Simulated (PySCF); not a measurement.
# Arsenic: a sound run and one with changed settings

Sound run: As²⁺ [Ar] 3d10 4s2 4p1, As³⁺ [Ar] 3d10 4s2. Calculation: PySCF 2.14, in cc-pVTZ-PP with ECP10MDF (5s4p3d1f, 39 functions); scalar relativity through the core potential. In the sound run the correlated levels freeze 3s2 3p6 3d10 outside the core potential. The sound run starts from symmetry-adapted Hartree-Fock orbitals and uses a fine grid where one is needed.

Changed run: initial guess atom, at most 50 SCF cycles, level shift 0.1 hartree.

| species | method | sound run (hartree) | changed run (hartree) | converged |
| --- | --- | --- | --- | --- |
| As²⁺ | UHF | -330.20317 | -330.20317 | yes |
| As²⁺ | r2SCAN | -331.24480 | -331.24480 | yes |
| As²⁺ | M06-2X | -331.54605 | -331.54605 | yes |
| As²⁺ | MP2 | -330.24349 | -330.23990 | yes |
| As²⁺ | CCSD(T) | -330.25843 | -330.25843 | yes |
| As³⁺ | UHF | -329.19349 | -329.19349 | yes |
| As³⁺ | r2SCAN | -330.20644 | -330.20644 | yes |
| As³⁺ | M06-2X | -330.52454 | -330.52454 | yes |
| As³⁺ | MP2 | -329.22429 | -329.22137 | yes |
| As³⁺ | CCSD(T) | -329.23554 | -329.23554 | yes |

Ionisation energy of As²⁺:

| method | sound run (eV) | changed run (eV) |
| --- | --- | --- |
| UHF | 27.475 | 27.475 |
| r2SCAN | 28.255 | 28.255 |
| M06-2X | 27.797 | 27.797 |
| MP2 | 27.734 | 27.716 |
| SCS-MP2 | 27.723 | 27.707 |
| CCSD | 27.815 | 27.815 |
| CCSD(T) | 27.834 | 27.834 |

A level shift leaves the converged SCF energy unchanged but raises the virtual orbital energies, which shrinks MP2 if it is not removed.

For comparison, NIST gives 28.349 ± 0.012 eV between the lowest levels.
